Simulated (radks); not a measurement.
Task: These are the eigenvalues of the occupied orbitals of an atom or ion with whole-number occupations (hartree). Method: Dirac Kohn-Sham, exchange-only PBE, spin-unpolarised, spherical densities, point nucleus; computed with a radial shooting solver on a logarithmic mesh with Libxc functionals.

orbital  eigenvalue
1s1/2     -1537.211
2s1/2     -248.7357
2p1/2     -235.1629
2p3/2     -217.4427
3s1/2     -55.16284
3p1/2     -49.39484
3p3/2     -45.88585
3d3/2     -35.82445
3d5/2     -35.06866
4s1/2     -12.42686
4p1/2     -10.26213
4p3/2      -9.49469
4d3/2      -5.93307
4d5/2      -5.79638
5s1/2      -2.92190
5p1/2      -2.29298
5p3/2      -2.16517
4f5/2      -1.73747

Which element is it, and in what charge state? The configuration may be excited. Open shells, if any, fill j = l - 1/2 first.

Result: Z = 59, praseodymium, charge +4: Pr4+ in [Xe] 4f1. The list shows which subshells hold electrons but not how many an open one holds; the 1s level, -1537.2 hartree, gives Z - s = 55.4 by -(Z - s)^2/2, which with screening and relativity narrows Z to a few neighbours, and the depths of the outer levels then fix element, charge and occupations together.
